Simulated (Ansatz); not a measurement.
Reaction (ligand exchange at a Ga–O bond): `C[O][GaH2]` + H₂Se → `[GaH2][SeH]` + CH₃OH

Gas-phase electronic energies from Ansatz, PBE0-D4/def2-TZVP geometries. CCSD(T)/CBS adds triple-zeta CCSD(T) − MP2 to the extrapolated MP2 energy (def2 sets, frozen cores). This one scheme is used for every species. DFT in def2-TZVPP. For Ga, Se outer-core shells are correlated without core-valence functions, which leaves a few kJ/mol of doubt a bond. Scalar relativity is left out up to krypton.

| level | ΔE (kJ/mol) |
| --- | --- |
| BHLYP | -51.8 |
| LC-ωPBE | -48.6 |
| CCSD/def2-SVP | -37.2 |
| HF/def2-QZVPP | -52.8 |

(1) What does CCSD(T)/CBS give? (An estimate is asked.)

Largest T1 diagnostic among the species: 0.015.

Answers

(1) The calculation gave: -51.2 kJ/mol. The listed levels differ from it by -0.6, 2.6, 14.0, -1.6 kJ/mol.

At CCSD(T), def2-SVP lies +15.3 kJ/mol from the extrapolated value and def2-TZVPP +4.8 kJ/mol. In def2-TZVPP, CCSD(T) changes the Hartree–Fock value by +8.3 kJ/mol (the triples alone add +1.2 kJ/mol) and MP2 by +6.6 kJ/mol.
